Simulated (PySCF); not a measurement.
**Computed properties of C4H12NSi, SMILES C[Si](N(C)C)C**

C4H12NSi, SMILES CN(C)[Si](C)C (connectivity only; charge and spin as stated), charge +1, multiplicity 1. Geometry optimised at B3LYP-D3(BJ)/def2-SVP. The multiplicity is an assumed one; other spin states were not compared. The isomer is the one that the SMILES or the coordinates give; other isomers of the formula were not compared. The values are those of a single conformer. All values are computed for the isolated molecule unless a solvent is named; none is compared with measurement here.

**Structure.** The optimised structure has C2 symmetry. All 48 harmonic modes at B3LYP-D3(BJ)/def2-SVP (PySCF) are real, so it is a minimum. With heavy atoms numbered as in [CH3:1][N:2]([CH3:3])[Si:4]([CH3:5])[CH3:6], the shortest bond between them is C1–N2 at 1.471 Å and the longest Si4–C6 at 1.845 Å.

**Vibrations.** The strongest infrared lines (harmonic, unscaled, degenerate partners summed) lie at 1036 cm⁻¹ (112 km/mol, H 44 %, C 24 %, N 21 %, Si 11 %), 841 cm⁻¹ (76 km/mol, Si 43 %, H 29 %, C 28 %), 1185 cm⁻¹ (55 km/mol, N 49 %, C 26 %, H 25 %). The softest mode is at 35 cm⁻¹ and the zero-point energy is 98.3 kcal/mol.

**Electronic structure.** HF/def2-TZVP (PySCF) places the frontier levels at -15.21 and -2.82 eV, a gap of 12.39 eV.

**Excitations.** TDA-M06-2X/def2-SVPD (PySCF) has S1 at 5.81 eV (213 nm, f = 0.279, bright); the most intense of the 6 singlets computed lies at 5.81 eV (f = 0.28). T1 (TDA) is at 3.95 eV, 1.86 eV under S1. No vertical singlet excitation falls in the visible range (under 3.1 eV).

**NMR.** GIAO shifts at B3LYP/pcSseg-1 (PySCF) (non-relativistic, atoms alike by connectivity averaged): ¹³C from 1.8 to 46.1 ppm against TMS; ¹H from 1.9 to 3.5 ppm against TMS; ²⁹Si at 191.6 ppm against TMS.
